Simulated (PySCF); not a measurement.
ZnP: script and output

File input.py (PySCF 2.14):

```python
from pyscf import gto, dft

mol = gto.M(
    atom='Zn 0 0 0; P 0 0 2.255',
    basis='lanl2dz',
    ecp={'Zn': 'lanl2dz', 'P': 'lanl2dz'},
    charge=0,
    spin=3,
    verbose=3,
)
mf = dft.ROKS(mol, xc='olyp')
mf.kernel()
g = mf.nuc_grad_method()
g.grid_response = True
g.kernel()
mf.dip_moment()
print('orbital energies (hartree):', mf.mo_energy[..., max(0, mol.nelec[1]-3):mol.nelec[0]+3].round(4))
```

```bash
$ python input.py
```

Output:

```
converged SCF energy = -72.4361778817436
--------------- ROKS gradients ---------------
         x                y                z
0 Zn    -0.0000000000    -0.0000000001     0.0555270472
1 P     0.0000000000     0.0000000001    -0.0555270472
----------------------------------------------
Dipole moment(X, Y, Z, Debye): -0.00000, -0.00000, -0.86603
orbital energies (hartree): [-0.5653 -0.4965 -0.2476 -0.1858 -0.1858 -0.1263 -0.0261 -0.0261  0.0148]
```

In short: E(SCF) = -72.436178 Eh, μz(SCF) = -0.87 D, gradient on the second atom -0.0555 Eh/bohr.

Wall time 5.6 s on one thread of a shared host.

The bond length is a typed value, not an optimised one. No search for the lowest solution was made.
